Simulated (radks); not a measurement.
Lu XIII, configuration [Kr] 4d10 4f10 5s2 5p1 (not the ground configuration). Calculated with a radial shooting solver on a logarithmic mesh with Libxc functionals: scalar-relativistic Kohn-Sham, LDA (Slater exchange, Perdew-Wang correlation), spin-polarised, spherical densities, finite nucleus; open shells are filled with parallel spins first (spin-orbit coupling, left out, can overturn this in heavy ions); Fermi nuclear charge, rms radius 5.37 fm.

Normalised radial functions P(r) = r R(r), r in bohr:

r         5s down    5p up
0.002384   0.1254   0.0079
0.002731   0.1368   0.0100
0.003104   0.1478   0.0123
0.003556   0.1597   0.0155
0.004074   0.1714   0.0193
0.004668   0.1826   0.0242
0.005348   0.1928   0.0302
0.006127   0.2013   0.0375
0.007019   0.2075   0.0465
0.007978   0.2103   0.0567
0.00914    0.2090   0.0698
0.01047    0.2024   0.0853
0.012      0.1891   0.1036
0.01374    0.1679   0.1248
0.01575    0.1378   0.1489
0.01804    0.0980   0.1757
0.0205     0.0516   0.2027
0.02349   -0.0066   0.2323
0.02691   -0.0722   0.2611
0.03083   -0.1418   0.2865
0.03533   -0.2101   0.3050
0.04047   -0.2703   0.3125
0.04637   -0.3135   0.3042
0.0527    -0.3303   0.2775
0.06038   -0.3141   0.2252
0.06917   -0.2563   0.1461
0.07925   -0.1551   0.0415
0.0908    -0.0164  -0.0824
0.104      0.1445  -0.2133
0.1192     0.3023  -0.3327
0.1355     0.4185  -0.4137
0.1552     0.4747  -0.4436
0.1778     0.4346  -0.3967
0.2037     0.2875  -0.2651
0.2334     0.0488  -0.0592
0.2674    -0.2365   0.1891
0.3063    -0.5000   0.4293
0.3482    -0.6598   0.5942
0.3989    -0.6770   0.6527
0.457     -0.5112   0.5596
0.5236    -0.1837   0.3171
0.5998     0.2398  -0.0363
0.6872     0.6671  -0.4334
0.7873     1.0053  -0.7951
0.8948     1.1816  -1.0384
1.025      1.1943  -1.1496
1.175      1.0495  -1.1005
1.346      0.8073  -0.9229
1.542      0.5418  -0.6780
1.766      0.3142  -0.4332
2.024      0.1553  -0.2379
2.3        0.0680  -0.1162
2.635      0.0233  -0.0453
3.019      0.0064  -0.0144
3.459      0.0014  -0.0036

5s down: eigenvalue -265.16 eV, 4 radial nodes at r = 0.0232, 0.0921, 0.239, 0.557 bohr, <r> = 1.02 bohr, 90 % of the charge inside 1.43 bohr. 5p up: eigenvalue -229.25 eV, 3 radial nodes at r = 0.0831, 0.241, 0.592 bohr, <r> = 1.11 bohr, 90 % of the charge inside 1.56 bohr.
